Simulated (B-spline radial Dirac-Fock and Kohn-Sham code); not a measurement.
Muonic X-ray energies, H to Ca

Level of theory: the Dirac equation of a negative muon with reduced mass in the field of a spherical finite nucleus, with the Uehling potential to all orders; nuclear polarisation, deformation, hyperfine structure, self-energy, higher-order vacuum polarisation, relativistic recoil and electron screening are left out; a radial finite-basis atomic code. Fermi charge distributions with a skin thickness of 2.3 fm (Gaussian below an rms radius of 2.2 fm); energies in keV. Radii are from Angeli and Marinova (2013), any marked * from an empirical formula.

| nucleus | rms radius (fm) | 2p3/2 → 1s | 3d5/2 → 2p3/2 | 4f7/2 → 3d5/2 | 2p → 1s over point nucleus without QED |
| --- | --- | --- | --- | --- | --- |
| ¹H | 0.8783 | 1.898 | 0.3512 | 0.1229 | 1.001 |
| ⁴He | 1.6755 | 8.224 | 1.520 | 0.5320 | 1.002 |
| ⁷Li | 2.444 | 18.72 | 3.463 | 1.211 | 1.002 |
| ⁹Be | 2.519 | 33.39 | 6.180 | 2.161 | 1.001 |
| ¹¹B | 2.406 | 52.28 | 9.682 | 3.385 | 1.001 |
| ¹²C | 2.4702 | 75.27 | 13.96 | 4.880 | 1.000 |
| ¹⁴N | 2.5582 | 102.4 | 19.03 | 6.652 | 0.998 |
| ¹⁶O | 2.6991 | 133.5 | 24.89 | 8.698 | 0.995 |
| ¹⁹F | 2.8976 | ? | ? | ? | ? |
| ²⁰Ne | 3.0055 | 207.3 | 38.98 | 13.62 | 0.986 |
| ²⁴Mg | 3.057 | 296.6 | 56.22 | 19.63 | 0.978 |
| ²⁷Al | 3.061 | 346.9 | 66.03 | 23.06 | 0.974 |
| ²⁸Si | 3.1224 | 400.3 | 76.62 | 26.75 | 0.969 |
| ³¹P | 3.1889 | 457.0 | 88.01 | 30.73 | 0.962 |
| ³²S | 3.2611 | 516.5 | 100.2 | 34.97 | 0.956 |
| ³⁵Cl | 3.3654 | 578.5 | 113.2 | 39.50 | 0.947 |
| ⁴⁰Ar | 3.4274 | 644.0 | 127.0 | 44.31 | 0.940 |
| ³⁹K | 3.4349 | 713.1 | 141.5 | 49.38 | 0.933 |
| ⁴⁰Ca | 3.4776 | 784.2 | 156.8 | 54.73 | 0.926 |

Question: Fill in the row of ¹⁹F.

Answer: 168.5 keV, 31.55 keV, 11.02 keV; ratio 0.991.

Values without a named source are computed, but for edge energies of neutral atoms, which are taken from tables.
